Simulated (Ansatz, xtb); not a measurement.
## Relative energy of two structures of GeH3NSe

Structure X is a singlet given by its coordinates and structure Y is `[NH2][GeH]=[Se]`, a singlet. Both are isolated molecules in the gas phase, relaxed with r2SCAN-D4/def2-SVP; the shapes shown needn't be the lowest conformers.

X (Å):

```json
{"atom": "Ge", "x (Å)": "-1.2383", "y (Å)": "0.3757", "z (Å)": "0.1488"}
{"atom": "N", "x (Å)": "-1.2121", "y (Å)": "-0.5640", "z (Å)": "1.7088"}
{"atom": "Se", "x (Å)": "0.7852", "y (Å)": "-0.4731", "z (Å)": "-0.8315"}
{"atom": "H", "x (Å)": "-1.9583", "y (Å)": "-0.4376", "z (Å)": "2.3882"}
{"atom": "H", "x (Å)": "-0.5208", "y (Å)": "-1.2389", "z (Å)": "2.0266"}
{"atom": "H", "x (Å)": "1.1524", "y (Å)": "-1.3822", "z (Å)": "0.2685"}
```

Close contacts (Å): Ge1–N2 1.82, Ge1–Se3 2.40, N2–H4 1.02, N2–H5 1.02, Se3–H6 1.47.

Y (Å):

```xyz
6

Ge    0.1263   -0.6136    0.4437
N    -1.3069   -0.7055    1.5100
Se    1.9575    0.4093    0.9373
H    -2.1622   -1.1919    1.2618
H    -1.3227   -0.2658    2.4247
H    -0.2666   -1.3973   -0.8186
```

Energies in hartree; the thermal terms are from r2SCAN-D4/def2-SVP harmonic frequencies (ideal gas, rigid rotor, one conformer each, 298.15 K, 1 atm) and include the zero-point energy:

```
                                X            Y
E, CCSD(T)/def2-TZVP  −4532.230107  −4532.226671
   zero-point energy      0.033504      0.033953
        H(298 K) − E      0.039775      0.039996
        G(298 K) − E      0.003504      0.004345
```

Question: Work out ΔE, ΔE₀, ΔH and ΔG for X → Y in kJ/mol (1 Eh = 2625.50 kJ/mol) and the equilibrium ratio [Y]/[X].

Answer: 1. ΔE = −4532.226671 − (−4532.230107) = +0.003436 Eh = +9.02 kJ/mol.
2. ΔE₀ = ΔE + ΔZPE = +0.003436 + (+0.000449) Eh = +10.20 kJ/mol.
3. ΔH = ΔE + (+0.000221) Eh = +9.60 kJ/mol.
4. ΔG = ΔE + (+0.000841) Eh = +11.23 kJ/mol, so ΔS = (ΔH − ΔG)/T = −5.5 J/(mol K).
5. kT = 0.9442 mEh, so K = [Y]/[X] = exp(−ΔG/kT) = exp(−4.53) ≈ 0.011.

Structure X is favoured at this temperature. An error of 4 kJ/mol in ΔG would change K by a factor of 5. MP2/def2-TZVP found them nearly level. Mirror images and further conformers aren't counted.

Other levels gave ΔE = +57.9 (GFN2-xTB); +18.6 (HF/STO-3G, GFN2-xTB geometries); +17.0 (r2SCAN-D4/def2-SVP//GFN2-xTB); +18.3 (r2SCAN-D4/def2-SVP); +8.7 (HF/def2-TZVP); −0.3 (MP2/def2-TZVP) kJ/mol. The correlated steps freeze 19 core orbitals; the filled d shell of Ge and Se is correlated, in a basis made for valence electrons. Programs: Ansatz 0.2.0, xtb 6.7.1.
